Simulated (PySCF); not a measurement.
C4H10Sb (SMILES C[CH2][Sb][CH2]C), doublet, at a GFN2-xTB geometry (the spin is typed, not shown lowest) (all electrons, no relativity), with bond 13-10 at 1.6 times its length. Base run: PBE0/3-21G run with PySCF.

PySCF was given this input:
```python
from pyscf import gto, scf, dft

mol = gto.Mole()
mol.atom = '''
    Sb    0.69795184    0.22099115    0.17324358
    C    -0.97707771   -0.60323738    1.35141399
    C    -1.09839577   -2.10555151    1.20328085
    H    -1.88914187   -0.11172102    1.01763682
    H    -0.81080658   -0.33758433    2.39354113
    H    -0.19955431   -2.60306815    1.56347303
    H    -1.24709769   -2.38339216    0.16131483
    H    -1.94675887   -2.48108930    1.77591681
    C    -0.45619637    0.14942256   -1.70717713
    C    -1.42581751    1.30631470   -1.82983375
    H    -0.98885328   -0.79953306   -1.73200443
    H     0.25381004    0.16122358   -2.53179720
    H    -0.57600226    2.82677422   -1.83823005
    H    -2.12972381    1.31419564   -0.99949967
    H    -1.99781017    1.23212797   -2.75502631
'''
mol.basis = '3-21g'
mol.spin = 1
mol.verbose = 4
mol.build()

mf = dft.UKS(mol)
mf.xc = 'pbe0'
mf.kernel()
mf.analyze()
```

The base run was repeated with changes; each row names its change, and settings that it needs were set with it.

```json
[
 {"change": "base", "ΔE vs base (µEh)": "0.0", "SCF cycles": "14", "<S^2>": "0.753", "outcome": "converged"},
 {"change": "level_shift = 0.5 (with mf.max_cycle = 100)", "ΔE vs base (µEh)": "0.0", "SCF cycles": "27", "<S^2>": "0.753", "outcome": "converged"},
 {"change": "solver = newton; init_guess = 1e", "ΔE vs base (µEh)": "0.0", "SCF cycles": "-", "<S^2>": "0.753", "outcome": "converged"},
 {"change": "diis_space = 2", "ΔE vs base (µEh)": "0.0", "SCF cycles": "29", "<S^2>": "0.753", "outcome": "converged"},
 {"change": "conv_tol = 1e-4", "ΔE vs base (µEh)": "1.9", "SCF cycles": "6", "<S^2>": "0.753", "outcome": "converged"},
 {"change": "init_guess = 1e", "ΔE vs base (µEh)": "0.0", "SCF cycles": "22", "<S^2>": "0.753", "outcome": "converged"},
 {"change": "init_guess = mod_huckel", "ΔE vs base (µEh)": "0.0", "SCF cycles": "19", "<S^2>": "0.753", "outcome": "converged"},
 {"change": "init_guess = atom", "ΔE vs base (µEh)": "0.0", "SCF cycles": "14", "<S^2>": "0.753", "outcome": "converged"},
 {"change": "init_guess = huckel", "ΔE vs base (µEh)": "0.0", "SCF cycles": "18", "<S^2>": "0.753", "outcome": "converged"},
 {"change": "diis_space = 4", "ΔE vs base (µEh)": "0.0", "SCF cycles": "19", "<S^2>": "0.753", "outcome": "converged"},
 {"change": "diis = off (with mf.max_cycle = 100)", "ΔE vs base (µEh)": "-", "SCF cycles": "100", "<S^2>": "-", "outcome": "not converged"},
 {"change": "conv_tol = 1e-11", "ΔE vs base (µEh)": "0.0", "SCF cycles": "16", "<S^2>": "0.753", "outcome": "converged"},
 {"change": "init_guess = vsap", "ΔE vs base (µEh)": "0.0", "SCF cycles": "16", "<S^2>": "0.753", "outcome": "converged"}
]
```

Open shells are given as the SCF converged; they aren't shown to be the lowest states, and a large step between rows can be another state.
